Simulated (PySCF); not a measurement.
A side-by-side comparison of computed properties.

First species: Isovaleryl chloride, C5H9ClO.
InChI=1S/C5H9ClO/c1-4(2)3-5(6)7/h4H,3H2,1-2H3

Second species: 4-aminothiophenol, C₆H₇NS.
Bonds: N1–C2, C2–C3 (aromatic), C3–C4 (aromatic), C4–C5 (aromatic), C5–S6, C5–C7 (aromatic), C7–C8 (aromatic), C2–C8 (aromatic). Hydrogens: H9, H10 on N1; H11 on C3; H12 on C4; H13 on S6; H14 on C7; H15 on C8.

Levels: PBE0/def2-SVPD for dipole moment, HOMO energy, LUMO energy, HOMO–LUMO gap, static isotropic polarisability and electronic spatial extent ⟨r²⟩ about the centre of nuclear charge; TDDFT PBE0/def2-SVPD for lowest singlet excitation; TDA PBE0/def2-SVPD for lowest triplet excitation (Tamm–Dancoff); GFN2-xTB for rotational constant A and rotational constant C. Geometries: GFN2-xTB. Each structure is a single optimised conformer of the isolated species, non-relativistic unless stated. Electronic properties by PySCF.

The conformers computed, where there is a choice (atom-mapped SMILES and torsion angles):
- `[CH3:1][CH:2]([CH3:3])[CH2:4][C:5](=[O:6])[Cl:7]`: C1–C2–C4–C5 167°, C2–C4–C5–O6 -9°
- `[NH2:1][c:2]1[cH:3][cH:4][c:5]([SH:6])[cH:7][cH:8]1`: H–N1–C2–C3 22°, H–N1–C2–C3 162°, H–S6–C5–C4 1°

```csv
property,column X,column Y
dipole moment,2.98 D,2.85 D
HOMO energy,-8.58 eV,-5.55 eV
LUMO energy,-1.13 eV,-0.36 eV
HOMO–LUMO gap,7.45 eV,5.19 eV
lowest singlet excitation,5.21 eV,4.26 eV
lowest triplet excitation (Tamm–Dancoff),4.66 eV,3.44 eV
static isotropic polarisability,78.5 au,102.0 au
electronic spatial extent ⟨r²⟩ about the centre of nuclear charge,1212 bohr²,1299 bohr²
rotational constant A,4.361 GHz,5.565 GHz
rotational constant C,0.972 GHz,0.844 GHz
```

Problem. Which column belongs to which species?

Solution. Column X is the first species and column Y the second. The first has 16 atoms and 64 electrons, the second 15 and 66.

Problem. How does each property change from the first species to the second?

Solution. dipole moment -0.13 D; HOMO energy +3.03 eV; LUMO energy +0.77 eV; HOMO–LUMO gap -2.26 eV; lowest singlet excitation -0.95 eV; lowest triplet excitation (Tamm–Dancoff) -1.22 eV; static isotropic polarisability +23.5 au; electronic spatial extent ⟨r²⟩ about the centre of nuclear charge +87 bohr²; rotational constant A +1.204 GHz; rotational constant C -0.128 GHz.

On the first: S1 lies 2.24 eV below the HOMO–LUMO gap; its leading configuration is HOMO→LUMO, weight 0.97. The principal polarisabilities are 64.8, 75.2 and 95.4 au; their mean is the isotropic value.

On the second: The vertical singlet–triplet gap S1 − T1 is 0.82 eV (TDDFT singlet less Tamm–Dancoff triplet; S1: HOMO→LUMO, weight 0.95; T1: HOMO→LUMO, weight 0.97). In atomic units the dipole is 1.12 e·bohr (1 au = 2.5417 D).
